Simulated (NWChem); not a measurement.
Species: BF cation, doublet

All runs: NWChem. Pople sets run with spherical d functions. Spin-unrestricted. All runs use the structure optimised with PBE0/def2-SVP, spin-unrestricted. No stability test was run on the SCF state.

Among these, which level gives the lowest value of “lowest empty minus highest occupied level, either spin (eV)”?
A. PBE/6-31G*
B. PBE/def2-QZVP
C. PBE/3-21G
D. PBE/6-31+G*

C, PBE/3-21G. Values: PBE/3-21G 3.37; PBE/6-31G* 3.58; PBE/6-31+G* 3.60; PBE/def2-QZVP 3.61
